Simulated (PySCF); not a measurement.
## Variants of one PySCF input: GeSe2

Base input, run as `OMP_NUM_THREADS=1 python input.py` with PySCF 2.14:

```python
from pyscf import gto, scf, mp

mol = gto.M(
    atom='Ge 0 0 0; Se 0 0 2.1888; Se 0 0 -2.1888',
    basis='def2-svp',
    charge=0,
    spin=0,
    symmetry=True,
    verbose=4,
)
mf = scf.RHF(mol)
mf.kernel()
mp.MP2(mf, frozen=27).kernel()
mf.dip_moment()
print('orbital energies (hartree):', mf.mo_energy[..., max(0, mol.nelec[1]-3):mol.nelec[0]+3].round(4))
```

Base result: E(SCF) = -6874.251017 Eh, 9 cycles, E(MP2) − E(SCF) = -0.67526 Eh, μ(SCF) = 0.00 D. 

Hardware: Arm Neoverse N1, 1 thread, shared host. Wall time 4.1 s, peak memory 0.24 GiB.

Each row names what differs from the base; energies in brackets are changes from the base.

```tsv
change	result	wall time (s)
geometry: coordinates × 1.03 → coordinates × 1.288	E(SCF) = -6874.107193 Eh (+3.9137 eV), 11 cycles, E(MP2) − E(SCF) = -0.66279 Eh, μ(SCF) = 0.00 D	3.9
geometry: coordinates × 1.03 → coordinates × 0.906	E(SCF) = -6874.206808 Eh (+1.2030 eV), 9 cycles, E(MP2) − E(SCF) = -0.66821 Eh, μ(SCF) = 0.00 D	4.1
cycle limit: 50 → 2 [unsound on purpose]	not converged: SCF after 2 cycles	4.1
initial guess: minao → mod_huckel	E(SCF) = -6874.251017 Eh (+0.0000 eV), 10 cycles, E(MP2) − E(SCF) = -0.67526 Eh, μ(SCF) = 0.00 D	4.3
functional: none (Hartree–Fock) → bhandhlyp; SCF type: RHF → RKS; step after the SCF: mp2 → analyze	E(SCF) = -6879.267752 Eh, 9 cycles, μ(SCF) = 0.00 D	11
geometry: coordinates × 1.03 → coordinates × 1.102	E(SCF) = -6874.220875 Eh (+0.8202 eV), 10 cycles, E(MP2) − E(SCF) = -0.67737 Eh, μ(SCF) = 0.00 D	4.1
spin (2S): 0 → 2; SCF type: RHF → UHF	not converged: SCF after 50 cycles	12
geometry: coordinates × 1.03 → coordinates × 0.999	E(SCF) = -6874.255403 Eh (-0.1194 eV), 10 cycles, E(MP2) − E(SCF) = -0.67357 Eh, μ(SCF) = 0.00 D	4.1
spin (2S): 0 → 4; SCF type: RHF → UHF	not converged: SCF after 50 cycles	12
basis set: def2-svp → def2-tzv2p [unsound on purpose]	stops with BasisNotFoundError (def2-tzv2p)	0.98
```

Task: Order these changes by how far they move the SCF energy from the base, largest first: (1) geometry: coordinates × 1.03 → coordinates × 0.906; (2) geometry: coordinates × 1.03 → coordinates × 0.999; (3) geometry: coordinates × 1.03 → coordinates × 1.102; (4) geometry: coordinates × 1.03 → coordinates × 1.288.

Result: (4) +3.9137 eV, (1) +1.2030 eV, (3) +0.8202 eV, (2) -0.1194 eV.
